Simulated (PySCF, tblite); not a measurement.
Species: C5H12O2P (charge +1).
SMILES with atom numbers: `[OH:1][CH2:2][PH+:3]1[CH2:4][CH2:5][O:6][CH2:7][CH2:8]1` (hydrogens: H9 on O1; H10, H11 on C2; H12 on P3; H13, H14 on C4; H15, H16 on C5; H17, H18 on C7; H19, H20 on C8)

Computed geometry: GFN2-xTB, gas phase.

Problem. List the bond lengths, angles and torsions at this level.

Solution. 
```json
{"bond": "O1–C2", "length (Å)": "1.408"}
{"bond": "C2–P3", "length (Å)": "1.827"}
{"bond": "P3–C4, P3–C8", "length (Å)": "1.819"}
{"bond": "C4–C5, C7–C8", "length (Å)": "1.545"}
{"bond": "C5–O6, O6–C7", "length (Å)": "1.417"}
{"bond": "O1–H9", "length (Å)": "0.965"}
{"bond": "C2–H10, C2–H11", "length (Å)": "1.098"}
{"bond": "P3–H12", "length (Å)": "1.377"}
{"bond": "C4–H13, C8–H20", "length (Å)": "1.093"}
{"bond": "C4–H14, C8–H19", "length (Å)": "1.091"}
{"bond": "C5–H15, C7–H18", "length (Å)": "1.091"}
{"bond": "C5–H16, C7–H17", "length (Å)": "1.094"}
```

Bonds in one row agree within 0.01 Å and their mean is given. A selection of angles:
```json
{"angle": "O1–C2–P3", "degrees": "96.9"}
{"angle": "C2–P3–C4", "degrees": "119.0"}
{"angle": "C2–P3–C8", "degrees": "112.3"}
{"angle": "C4–P3–C8", "degrees": "106.3"}
{"angle": "P3–C4–C5", "degrees": "103.5"}
{"angle": "C4–C5–O6", "degrees": "108.4"}
{"angle": "C5–O6–C7", "degrees": "115.0"}
{"angle": "O6–C7–C8", "degrees": "108.7"}
{"angle": "H9–O1–C2", "degrees": "111.7"}
```

Dihedral angles: O1–C2–P3–C4 -164° (antiperiplanar); C2–P3–C4–C5 -76° (synclinal); P3–C4–C5–O6 5° (synperiplanar); C4–C5–O6–C7 -79° (synclinal); C5–O6–C7–C8 78° (synclinal); O6–C7–C8–P3 -2° (synperiplanar); C2–P3–C8–C7 79° (synclinal); H9–O1–C2–P3 -179° (antiperiplanar). The mirror-image conformer, all signs reversed, is as good.

P3 and O6 aren't drawn bonded (3 bonds apart) but lie 2.46 Å from each other; Cordero's covalent radii sum to 1.73 Å. The 6-membered ring P3–C4–C5–O6–C7–C8 has internal angles of 103.4° to 115.0° (sum 645°, against 720° for a flat polygon); it is puckered, 0.36 Å rms from its mean plane, widest ring torsion 79°. O6 (cyclic ether oxygen) is bent (angle 115.0°). P3 (phosphonium phosphorus) is distorted tetrahedral (angles from 102.0° to 119.0°). Of the pairs four or more bonds apart, those above aside, C2···O6 is among the closest relative to their van der Waals radii: 3.01 Å, 94 % of the sum of Bondi's values.

Point group: C1 (no symmetry element, even within 0.4 Å). Its GFN2-xTB frequencies are all real (lowest 41 cm⁻¹). Torsions: H–O1–C2–P3 -179°, O1–C2–P3–C4 -164°, C2–P3–C4–C5 -76°, P3–C4–C5–O6 5°, C4–C5–O6–C7 -79°, C5–O6–C7–C8 78°.
